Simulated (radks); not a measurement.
The numbers below are computed, except where a source is named.
Question: The mean radii <r> (bohr) of the occupied orbitals of an atom or ion are listed with their occupations. Level of theory: Dirac Kohn-Sham, XLYP, spin-unpolarised, spherical densities, point nucleus (a radial shooting solver on a logarithmic mesh with Libxc functionals).

| orbital | occ. | <r> |
|---|---|---|
| 1s1/2 | 2 | 0.06958 |
| 2s1/2 | 2 | 0.3248 |
| 2p1/2 | 2 | 0.2880 |
| 2p3/2 | 4 | 0.2907 |
| 3s1/2 | 2 | 0.9748 |
| 3p1/2 | 2 | 1.023 |
| 3p3/2 | 4 | 1.030 |

Name the element and its charge. Open shells, if any, fill j = l - 1/2 first.

Answer: Z = 22, titanium, charge +4: Ti4+ in [Ar]. The 1s radius gives Z: for a bare nucleus <r> = (2 gamma + 1)/(2Z) with gamma = sqrt(1 - (Z/c)^2), 0.06759 bohr for Z = 22, and screening makes it slightly larger (0.06958 here). The occupations add up to 18, and the charge is Z minus that.
